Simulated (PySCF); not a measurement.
MO₂ across group 14

Level: B3LYP, basis family def2-TZVP, no relativity.

Each entry is the lowest minimum that a search over a few typed start shapes (and spin states, where more than one is plausible) found, or that minimum re-optimised at the stated level; isomers with ligand–ligand bonds, or fragments after loss of a ligand pair, can lie lower. Open shells are unrestricted; no spin–orbit coupling; PySCF with density fitting.

```
molecule  2S+1  point group  mean bond to the central atom (Å)  atomisation (kJ/mol)  gap (eV)  highest ω (cm⁻¹)  distinct angles (°)
     CO₂     1          D∞h                              1.160                  1622     10.78              2412                  180
    SiO₂     1          D∞h                              1.510                  1208      5.87              1449                  180
    GeO₂     ?            ?                                  ?                     ?         ?                 ?                    ?
```

Fill in the row of GeO₂.

2S+1: 1; point group: D∞h; mean bond to the central atom (Å): 1.624; atomisation (kJ/mol): 945; gap (eV): 5.65; highest ω (cm⁻¹): 1068; distinct angles (°): 180.

The bond lengthens at every step; the largest change, 0.350 Å, falls between CO₂ and SiO₂ among the members listed.

Left out of the table are members whose search was unfinished or whose lowest solution was spin-contaminated, unstable, very soft or bonded differently.
